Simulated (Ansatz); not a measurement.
Consider the atomization: `N=[C](O)[GaH2]` → C• + Ga• + 4 H• + N• + O•.

Gas-phase electronic energies from Ansatz, PBE0-D4/def2-TZVP geometries. CBS: MP2 limit from def2 TZ/QZ plus the TZ coupled-cluster correction, frozen cores. This one scheme is used for every species, atoms too. Functionals use def2-TZVPP. HSE06 is defined as in plane-wave codes. No spin–orbit coupling; open shells (•) take unrestricted orbitals. Spin–orbit coupling would lower the free atoms: a little for C, O; clearly for Ga. Bonds to Ga are less sure, by a few kJ/mol each and by 10 to 20 or more in all where they break to atoms, as the def2 sets lack core-valence functions. Scalar relativity is left out up to krypton. One conformer a species, not always the lowest.

`N=[C](O)[GaH2]`:

```xyz
8

N     0.020   -0.801    1.384
C    -0.299   -0.419    0.218
O    -1.321   -1.033   -0.411
Ga    0.577    1.046   -0.822
H     0.801   -0.266    1.753
H    -1.652   -1.714    0.198
H     1.767    1.734   -0.067
H     0.106    1.455   -2.254
```

CCSD(T)/CBS gives +27.77 eV.

Task: Another level gave +32.73 eV. Which?
A. B2PLYP/def2-TZVPP
B. HSE06/def2-TZVPP
C. LDA (SPW92)/def2-TZVPP
D. r2SCAN/def2-TZVPP

Result: C. LDA (SPW92) 32.73, r2SCAN 27.76, B2PLYP 27.42, HSE06 27.62 eV.

Largest T1 diagnostic among the species: 0.015.

At CCSD(T), def2-SVP lies −1.85 eV from the extrapolated value and def2-TZVPP −0.79 eV: correlation converges slowly with the basis, and small sets miss more of it in the bonded molecule than in its fragments. From PBE to PBE0 (25 % exact exchange), in def2-TZVPP and without D4, ΔE moves by −0.90 eV: exact exchange takes away binding that semilocal exchange gives to molecules.

For atomizations the MP2-based limit and the directly extrapolated one differ by several kJ/mol either way, and by 10 to 25 for some Ge, Se and Sn compounds, so smaller differences from it don't rank the levels.
